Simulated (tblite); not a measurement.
Species: C7H13N2P.
SMILES with atom numbers: `[CH3:1][C:2]([CH3:3])([CH3:4])[CH2:5][n:6]1[cH:7][p:8][cH:9][n:10]1` (hydrogens: H11, H12, H13 on C1; H14, H15, H16 on C3; H17, H18, H19 on C4; H20, H21 on C5; H22 on C7; H23 on C9)

A start from a force field or distance geometry was refined with GFN2-xTB geometry optimisation, gas phase (tblite 0.8.0). Values at the start:

```json
{"coordinate": "C1–C2", "start": "1.508 Å"}
{"coordinate": "C1–H11", "start": "1.085 Å"}
{"coordinate": "C2–C5", "start": "1.493 Å"}
{"coordinate": "C5–N6", "start": "1.451 Å"}
{"coordinate": "C5–H20", "start": "1.126 Å"}
{"coordinate": "N6–C7", "start": "1.374 Å"}
{"coordinate": "N6–N10", "start": "1.291 Å"}
{"coordinate": "C7–P8", "start": "1.723 Å"}
{"coordinate": "C7–H22", "start": "1.076 Å"}
{"coordinate": "P8–C9", "start": "1.570 Å"}
{"coordinate": "C9–N10", "start": "1.325 Å"}
{"coordinate": "C9–H23", "start": "1.069 Å"}
{"coordinate": "C1–C2–C5", "start": "114.9°"}
{"coordinate": "C5–N6–C7", "start": "122.7°"}
{"coordinate": "C5–N6–N10", "start": "126.0°"}
{"coordinate": "N6–C7–P8", "start": "107.8°"}
{"coordinate": "N6–N10–C9", "start": "116.4°"}
{"coordinate": "C7–N6–N10", "start": "111.2°"}
{"coordinate": "C7–P8–C9", "start": "92.4°"}
{"coordinate": "P8–C9–N10", "start": "112.2°"}
{"coordinate": "C1–C2–C5–N6", "start": "-61°"}
{"coordinate": "C2–C5–N6–C7", "start": "91°"}
```

Task: How do these coordinates change at the GFN2-xTB level?

Result: 
```json
{"coordinate": "P8–C9", "GFN2-xTB (Å or °)": "1.758", "change": "+0.188"}
{"coordinate": "C2–C5", "GFN2-xTB (Å or °)": "1.547", "change": "+0.054"}
{"coordinate": "C5–H20", "GFN2-xTB (Å or °)": "1.093", "change": "-0.033"}
{"coordinate": "N6–C7", "GFN2-xTB (Å or °)": "1.344", "change": "-0.030"}
{"coordinate": "N6–N10", "GFN2-xTB (Å or °)": "1.318", "change": "+0.027"}
{"coordinate": "C1–C2", "GFN2-xTB (Å or °)": "1.529", "change": "+0.021"}
{"coordinate": "C9–N10", "GFN2-xTB (Å or °)": "1.307", "change": "-0.018"}
{"coordinate": "C5–N6", "GFN2-xTB (Å or °)": "1.439", "change": "-0.012"}
{"coordinate": "C9–H23", "GFN2-xTB (Å or °)": "1.075", "change": "+0.006"}
{"coordinate": "C1–H11", "GFN2-xTB (Å or °)": "1.088", "change": "+0.003"}
{"coordinate": "C7–H22", "GFN2-xTB (Å or °)": "1.075", "change": "-0.001"}
{"coordinate": "C7–P8", "GFN2-xTB (Å or °)": "1.722", "change": "-0.001"}
{"coordinate": "C7–P8–C9", "GFN2-xTB (Å or °)": "85.5", "change": "-6.9"}
{"coordinate": "C5–N6–N10", "GFN2-xTB (Å or °)": "119.1", "change": "-6.9"}
{"coordinate": "N6–N10–C9", "GFN2-xTB (Å or °)": "110.6", "change": "-5.8"}
{"coordinate": "N6–C7–P8", "GFN2-xTB (Å or °)": "112.5", "change": "+4.7"}
{"coordinate": "C1–C2–C5", "GFN2-xTB (Å or °)": "110.3", "change": "-4.6"}
{"coordinate": "C7–N6–N10", "GFN2-xTB (Å or °)": "115.7", "change": "+4.5"}
{"coordinate": "P8–C9–N10", "GFN2-xTB (Å or °)": "115.7", "change": "+3.5"}
{"coordinate": "C5–N6–C7", "GFN2-xTB (Å or °)": "125.1", "change": "+2.4"}
{"coordinate": "C1–C2–C5–N6", "GFN2-xTB (Å or °)": "-56", "change": "+5"}
{"coordinate": "C2–C5–N6–C7", "GFN2-xTB (Å or °)": "93", "change": "+2"}
```

The energy falls by 1.784 eV over 76 L-BFGS steps, the largest force on an atom goes from 9.99 to 0.009 eV/Å, and the atoms move by 0.326 Å rms after alignment. The bond that changes most is P8–C9 (ends: phosphorus bonded to 2 C; aromatic CH next to a ring nitrogen), which lengthens by 0.188 Å. Bonds longer at the end by more than 0.005 Å: 6 of 23; shorter: 13. Among the dihedrals that turn most is C3–C2–C4–H17, from 104° to 61°. Rotational constants go from 2816, 655.8, 619.3 to 2662, 682.0, 635.4 MHz.

Its GFN2-xTB frequencies are all real (lowest 29 cm⁻¹). One conformer, not necessarily the lowest.

These are computed values.
